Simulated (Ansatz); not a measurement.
Reactions of CH₂BFS, SMILES `FC1BS1`.

Calculated with Ansatz (gas phase, PBE0-D4/def2-TZVP geometries, no zero-point term in ΔE). CBS: MP2 limit from def2 TZ/QZ plus the TZ coupled-cluster correction, frozen cores. This one scheme is used for every species, atoms too. DFT in def2-TZVPP. Open shells (•) are unrestricted, without spin–orbit coupling. Spin–orbit coupling would lower the free atoms: a little for B, C, F, S. One conformer a species, not always the lowest.

| reaction | CCSD(T)/CBS(def2) (kcal/mol) |
| --- | --- |
| `FC1BS1` → B• + C• + F• + 2 H• + S• | 530.8 |
| `FC1BS1` + H₂ → `B1CS1` + H–F | -26.4 |
| `FC1BS1` + CH₃SH → `SCC1BS1` + H–F | -15.4 |
| `FC1BS1` → `FB1CS1` | ? |

Question: Fill in the missing values. (An estimate is asked.)

Answer: Ansatz gave: `FC1BS1` → `FB1CS1`: -46.9 kcal/mol.

Largest T1 diagnostic: 0.016, for `FC1BS1`.
